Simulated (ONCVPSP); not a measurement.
# Pseudopotential generation for Cl: ONCV, BLYP, scalar-relativistic.

Input for ONCVPSP 4.0.1:

```
# ATOM AND REFERENCE CONFIGURATION
# atsym  z   nc   nv     iexc    psfile
  Cl 17.00    1    4  -106131      upf
#
#   n    l    f
    1    0    2.00
    2    0    2.00
    2    1    6.00
    3    0    2.00
    3    1    5.00
#
# PSEUDOPOTENTIAL AND OPTIMIZATION
# lmax
    2
#
#   l,   rc,      ep,       ncon, nbas, qcut
    0    0.80    0.00    4    8   11.60
    1    0.70    0.00    4    7   20.20
    2    0.80    0.04    4    8   12.80
#
# LOCAL POTENTIAL
# lloc, lpopt,  rc(5),   dvloc0
    4    5    0.55    3.00
#
# VANDERBILT-KLEINMAN-BYLANDER PROJECTORs
# l, nproj, debl
    0    2    3.50
    1    2    1.50
    2    1    0.70
#
# MODEL CORE CHARGE
# icmod, fcfact, rcfact
    1    0.25    0.00
#
# LOG DERIVATIVE ANALYSIS
# epsh1, epsh2, depsh
  -11.00    5.00    0.04
#
# OUTPUT GRID
# rlmax, drl
    6.00    0.01
#
# TEST CONFIGURATIONS
# ncnf
    4
# nvcnf
#   n    l    f
    4
    2    0    2.00
    2    1    6.00
    3    0    2.00
    3    1    4.00
#
    4
    2    0    2.00
    2    1    6.00
    3    0    2.00
    3    1    3.00
#
    4
    2    0    2.00
    2    1    6.00
    3    0    2.00
    3    1    2.00
#
    4
    2    0    1.00
    2    1    6.00
    3    0    2.00
    3    1    5.00
#
```

Command:

```bash
oncvpsp.x < Cl.dat > Cl.out
```

Output (shortened: citation, most of the input echo, consistency checks and plot data are left out):

```
ONCVPSP  (Optimized Norm-Conservinng Vanderbilt PSeudopotential)
scalar-relativistic version 4.0.1

#   n    l    f        energy (Ha)
    1    0    2.00    -1.0116613E+02
    2    0    2.00    -9.2825849E+00
    2    1    6.00    -7.0460782E+00
    3    0    2.00    -7.5494585E-01
    3    1    5.00    -3.1087284E-01

Reference configufation results
  iterations    24
  all-electron total energy (Ha)   -4.61629436D+02

Begin loop to  construct optimized pseudo wave functions
and semi-local pseudopoentials for all angular momenta

Calculating optimized projector #   1

 for l=   0

    Fraction of norm inside rc  0.951400
    Optimizing pswf for qcut=  11.62 a_B^-1,  ecut=  67.50 Ha
    Residual kinetic energy error=  8.83D-06 Ha

    Energy error per electron        Cutoff
         Ha          eV             Ha
         0.01000     0.27211       40.42
         0.00100     0.02721       51.15
         0.00010     0.00272       59.52
         0.00001     0.00027       67.23

Calculating optimized projector #   2

 for l=   0

    Fraction of norm inside rc  0.070791
    Optimizing pswf for qcut=  11.62 a_B^-1,  ecut=  67.50 Ha
    Residual kinetic energy error=  6.83D-05 Ha

    Energy error per electron        Cutoff
         Ha          eV             Ha
         0.01000     0.27211       32.14
         0.00100     0.02721       42.82
         0.00010     0.00272       53.83
         0.00001     0.00027      293.98

Calculating optimized projector #   1

 for l=   1

    Fraction of norm inside rc  0.914196
    Optimizing pswf for qcut=  20.18 a_B^-1,  ecut= 203.58 Ha
    Residual kinetic energy error=  9.84D-06 Ha

    Energy error per electron        Cutoff
         Ha          eV             Ha
         0.01000     0.27211      142.13
         0.00100     0.02721      166.17
         0.00010     0.00272      185.61
         0.00001     0.00027      204.98

Calculating optimized projector #   2

 for l=   1

    Fraction of norm inside rc  0.037598
    Optimizing pswf for qcut=  20.18 a_B^-1,  ecut= 203.58 Ha
    Residual kinetic energy error=  7.73D-06 Ha

    Energy error per electron        Cutoff
         Ha          eV             Ha
         0.01000     0.27211      120.20
         0.00100     0.02721      154.56
         0.00010     0.00272      179.86
         0.00001     0.00027      200.75

   Wellstate for l =  2  n =  3
     eigenvalue =   0.0400
     asymptotic potential =   0.5400
     half-point radius = 41.7613

Calculating optimized projector #   1

 for l=   2

    Fraction of norm inside rc  0.000086
    Optimizing pswf for qcut=  12.82 a_B^-1,  ecut=  82.21 Ha
    Residual kinetic energy error=  1.51D-07 Ha

    Energy error per electron        Cutoff
         Ha          eV             Ha
         0.01000     0.27211        0.09
         0.00100     0.02721        3.54
         0.00010     0.00272       18.07
         0.00001     0.00027       42.34

Construct Vanderbilt / Kleinmman-Bylander projectors

B matrix Hermiticity error, ll=   0
   1   2    1.6955E-03

  Orthonormal projector coefficients  1.1135E+01  1.5410E+00

B matrix Hermiticity error, ll=   1
   1   2    1.0416E-03

  Orthonormal projector coefficients -2.5910E+01 -7.5629E+00

Model core correction analysis
  based on d2Exc/dn_idn_j

d2excae - all-electron derivatives

   -1.021135D-01   -9.182940D-02   -5.825320D-03   -3.292884D-03
   -9.186719D-02   -1.025494D-01   -5.813259D-03   -4.625623D-03
   -6.552463D-03   -6.406933D-03   -5.640555D-04   -3.628940D-04
   -3.754234D-03   -5.001678D-03   -3.497778D-04   -3.229691D-04

d2excps - pseudofunction derivatives with no core correction

   -1.040349D-01   -9.773544D-02   -6.796708D-03   -4.301354D-03
   -9.777336D-02   -1.041901D-01   -6.018624D-03   -4.624938D-03
   -7.524117D-03   -6.612202D-03   -7.125375D-04   -4.407891D-04
   -4.762830D-03   -5.000956D-03   -4.276765D-04   -3.286129D-04

rms 2nd derivative error    2.238702E-03

Polynomial model core charge

d2excps - pseudofunction derivatives with core correction

   -9.286195D-02   -9.564367D-02   -5.434432D-03   -4.067211D-03
   -9.567965D-02   -1.036515D-01   -5.750070D-03   -4.545847D-03
   -6.161467D-03   -6.343649D-03   -5.467224D-04   -4.114577D-04
   -4.528508D-03   -4.921838D-03   -3.983448D-04   -3.189957D-04

rms 2nd derivative error    2.709007E-03

Pseudoatom total energy -180.257337

Diagnostic tests using Vanderbilt-Kleinman-Bylander pseudopotentials
  1 or more projectors used as specified by nproj input data

   l    rcore       rmatch      e in        delta e   norm test  slope test

   0   0.8003394   0.8246394  -9.2825849   0.0000763   1.0002259   1.0002004
   0   0.8003394   0.8246394  -0.7549458   0.0000529   1.0001158   1.0000767

   1   0.7016469   0.7229504  -7.0460782  -0.0000645   1.0002865   1.0003219
   1   0.7016469   0.7229504  -0.3108728   0.0000611   1.0001770   1.0001649

   2   0.8003394   0.8246394   0.0400000   0.0001361   1.0000065   1.0000065

 Testing for bound ghosts
   n   l    E NL Schr. Eq   E Basis Diag.   E Cutoff

   1   0       -9.282509       -9.282504    412.00
   2   0       -0.754893       -0.503959    412.00

   2   1       -7.046143       -7.046001    453.50
   3   1       -0.310812        0.369140    453.50

 Testing for highly-localized positive-energy ghosts
       l    <radius>/rc     E Basis Diag.   E Cutoff

Test configuration 0

   n   l     f        eae           eps        diff
   1   0  2.0000 -101.16613155
   2   0  2.0000   -9.28258495   -9.28250869    7.63D-05
   2   1  6.0000   -7.04607819   -7.04614267   -6.45D-05
   3   0  2.0000   -0.75494585   -0.75489291    5.29D-05
   3   1  5.0000   -0.31087284   -0.31081172    6.11D-05

    Total energies and differences
      AE_ref= -4.61629436D+02  AE_tst= -4.61629436D+02  dif=  0.00D+00
      PS_ref= -1.80257337D+02  PS_tst= -1.80257337D+02  dif=  3.41D-13
      PSP excitation error= -3.41D-13

Test configuration 1

   n   l     f        eae           eps        diff
   1   0  2.0000 -101.64708881
   2   0  2.0000   -9.75336380   -9.75320626    1.58D-04
   2   1  6.0000   -7.51803685   -7.51703993    9.97D-04
   3   0  2.0000   -1.17311831   -1.17306730    5.10D-05
   3   1  4.0000   -0.70836198   -0.70823478    1.27D-04

    Total energies and differences
      AE_ref= -4.61629436D+02  AE_tst= -4.61124854D+02  dif=  5.05D-01
      PS_ref= -1.80257337D+02  PS_tst= -1.79752800D+02  dif=  5.05D-01
      PSP excitation error=  4.52D-05

Test configuration 2

   n   l     f        eae           eps        diff
   1   0  2.0000 -102.22011859
   2   0  2.0000  -10.30660931  -10.30648550    1.24D-04
   2   1  6.0000   -8.07349256   -8.07070884    2.78D-03
   3   0  2.0000   -1.64423525   -1.64419052    4.47D-05
   3   1  3.0000   -1.15902189   -1.15875455    2.67D-04

    Total energies and differences
      AE_ref= -4.61629436D+02  AE_tst= -4.60195201D+02  dif=  1.43D+00
      PS_ref= -1.80257337D+02  PS_tst= -1.78823262D+02  dif=  1.43D+00
      PSP excitation error=  1.61D-04

Test configuration 3

   n   l     f        eae           eps        diff
   1   0  2.0000 -102.87665902
   2   0  2.0000  -10.93222395  -10.93225019   -2.62D-05
   2   1  6.0000   -8.70250391   -8.69709204    5.41D-03
   3   0  2.0000   -2.15801204   -2.15795828    5.38D-05
   3   1  2.0000   -1.65348188   -1.65294858    5.33D-04

    Total energies and differences
      AE_ref= -4.61629436D+02  AE_tst= -4.58792414D+02  dif=  2.84D+00
      PS_ref= -1.80257337D+02  PS_tst= -1.77420762D+02  dif=  2.84D+00
      PSP excitation error=  4.47D-04

Test configuration 4

   n   l     f        eae           eps        diff
   1   0  2.0000 -102.87846894
   2   0  1.0000  -10.53247040  -10.58159686   -4.91D-02
   2   1  6.0000   -8.35197752   -8.36647732   -1.45D-02
   3   0  2.0000   -1.28521526   -1.28833811   -3.12D-03
   3   1  5.0000   -0.79607377   -0.79607929   -5.52D-06

    Total energies and differences
      AE_ref= -4.61629436D+02  AE_tst= -4.51733295D+02  dif=  9.90D+00
      PS_ref= -1.80257337D+02  PS_tst= -1.70336577D+02  dif=  9.92D+00
      PSP excitation error= -2.46D-02
```

The run took about 4.3 s on one core of a shared server CPU.
